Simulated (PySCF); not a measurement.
F6Si2.

```xyz
8

F      1.2975    -0.7491     1.7177
Si     0.0000     0.0000     1.1570
F      0.0000     1.4982     1.7177
F     -1.2975    -0.7491     1.7177
Si     0.0000     0.0000    -1.1570
F      1.2975     0.7491    -1.7177
F      0.0000    -1.4982    -1.7177
F     -1.2975     0.7491    -1.7177
```

Coordinates come from a PBE0-D3(BJ)/def2-SVP optimisation. The values are those of a single conformer.

Computed with PBE/pcSseg-1 (PySCF). Non-relativistic, no solvent.

Question: Give the absolute GIAO shielding of each atom: isotropic value and principal components (ppm). (Estimate from the structure and the level; the computed values follow.)

Answer: 
```json
[
 {"atom": "F1", "σ(iso)": "280.1", "σ11": "208.6", "σ22": "247.2", "σ33": "384.4", "span": "175.8"},
 {"atom": "Si2", "σ(iso)": "397.7", "σ11": "392.4", "σ22": "400.3", "σ33": "400.3", "span": "7.8"},
 {"atom": "F3", "σ(iso)": "280.1", "σ11": "208.6", "σ22": "247.2", "σ33": "384.4", "span": "175.8"},
 {"atom": "F4", "σ(iso)": "280.1", "σ11": "208.6", "σ22": "247.2", "σ33": "384.4", "span": "175.8"},
 {"atom": "Si5", "σ(iso)": "397.7", "σ11": "392.4", "σ22": "400.3", "σ33": "400.3", "span": "7.8"},
 {"atom": "F6", "σ(iso)": "280.1", "σ11": "208.6", "σ22": "247.2", "σ33": "384.4", "span": "175.8"},
 {"atom": "F7", "σ(iso)": "280.1", "σ11": "208.6", "σ22": "247.2", "σ33": "384.4", "span": "175.8"},
 {"atom": "F8", "σ(iso)": "280.1", "σ11": "208.6", "σ22": "247.2", "σ33": "384.4", "span": "175.8"}
]
```
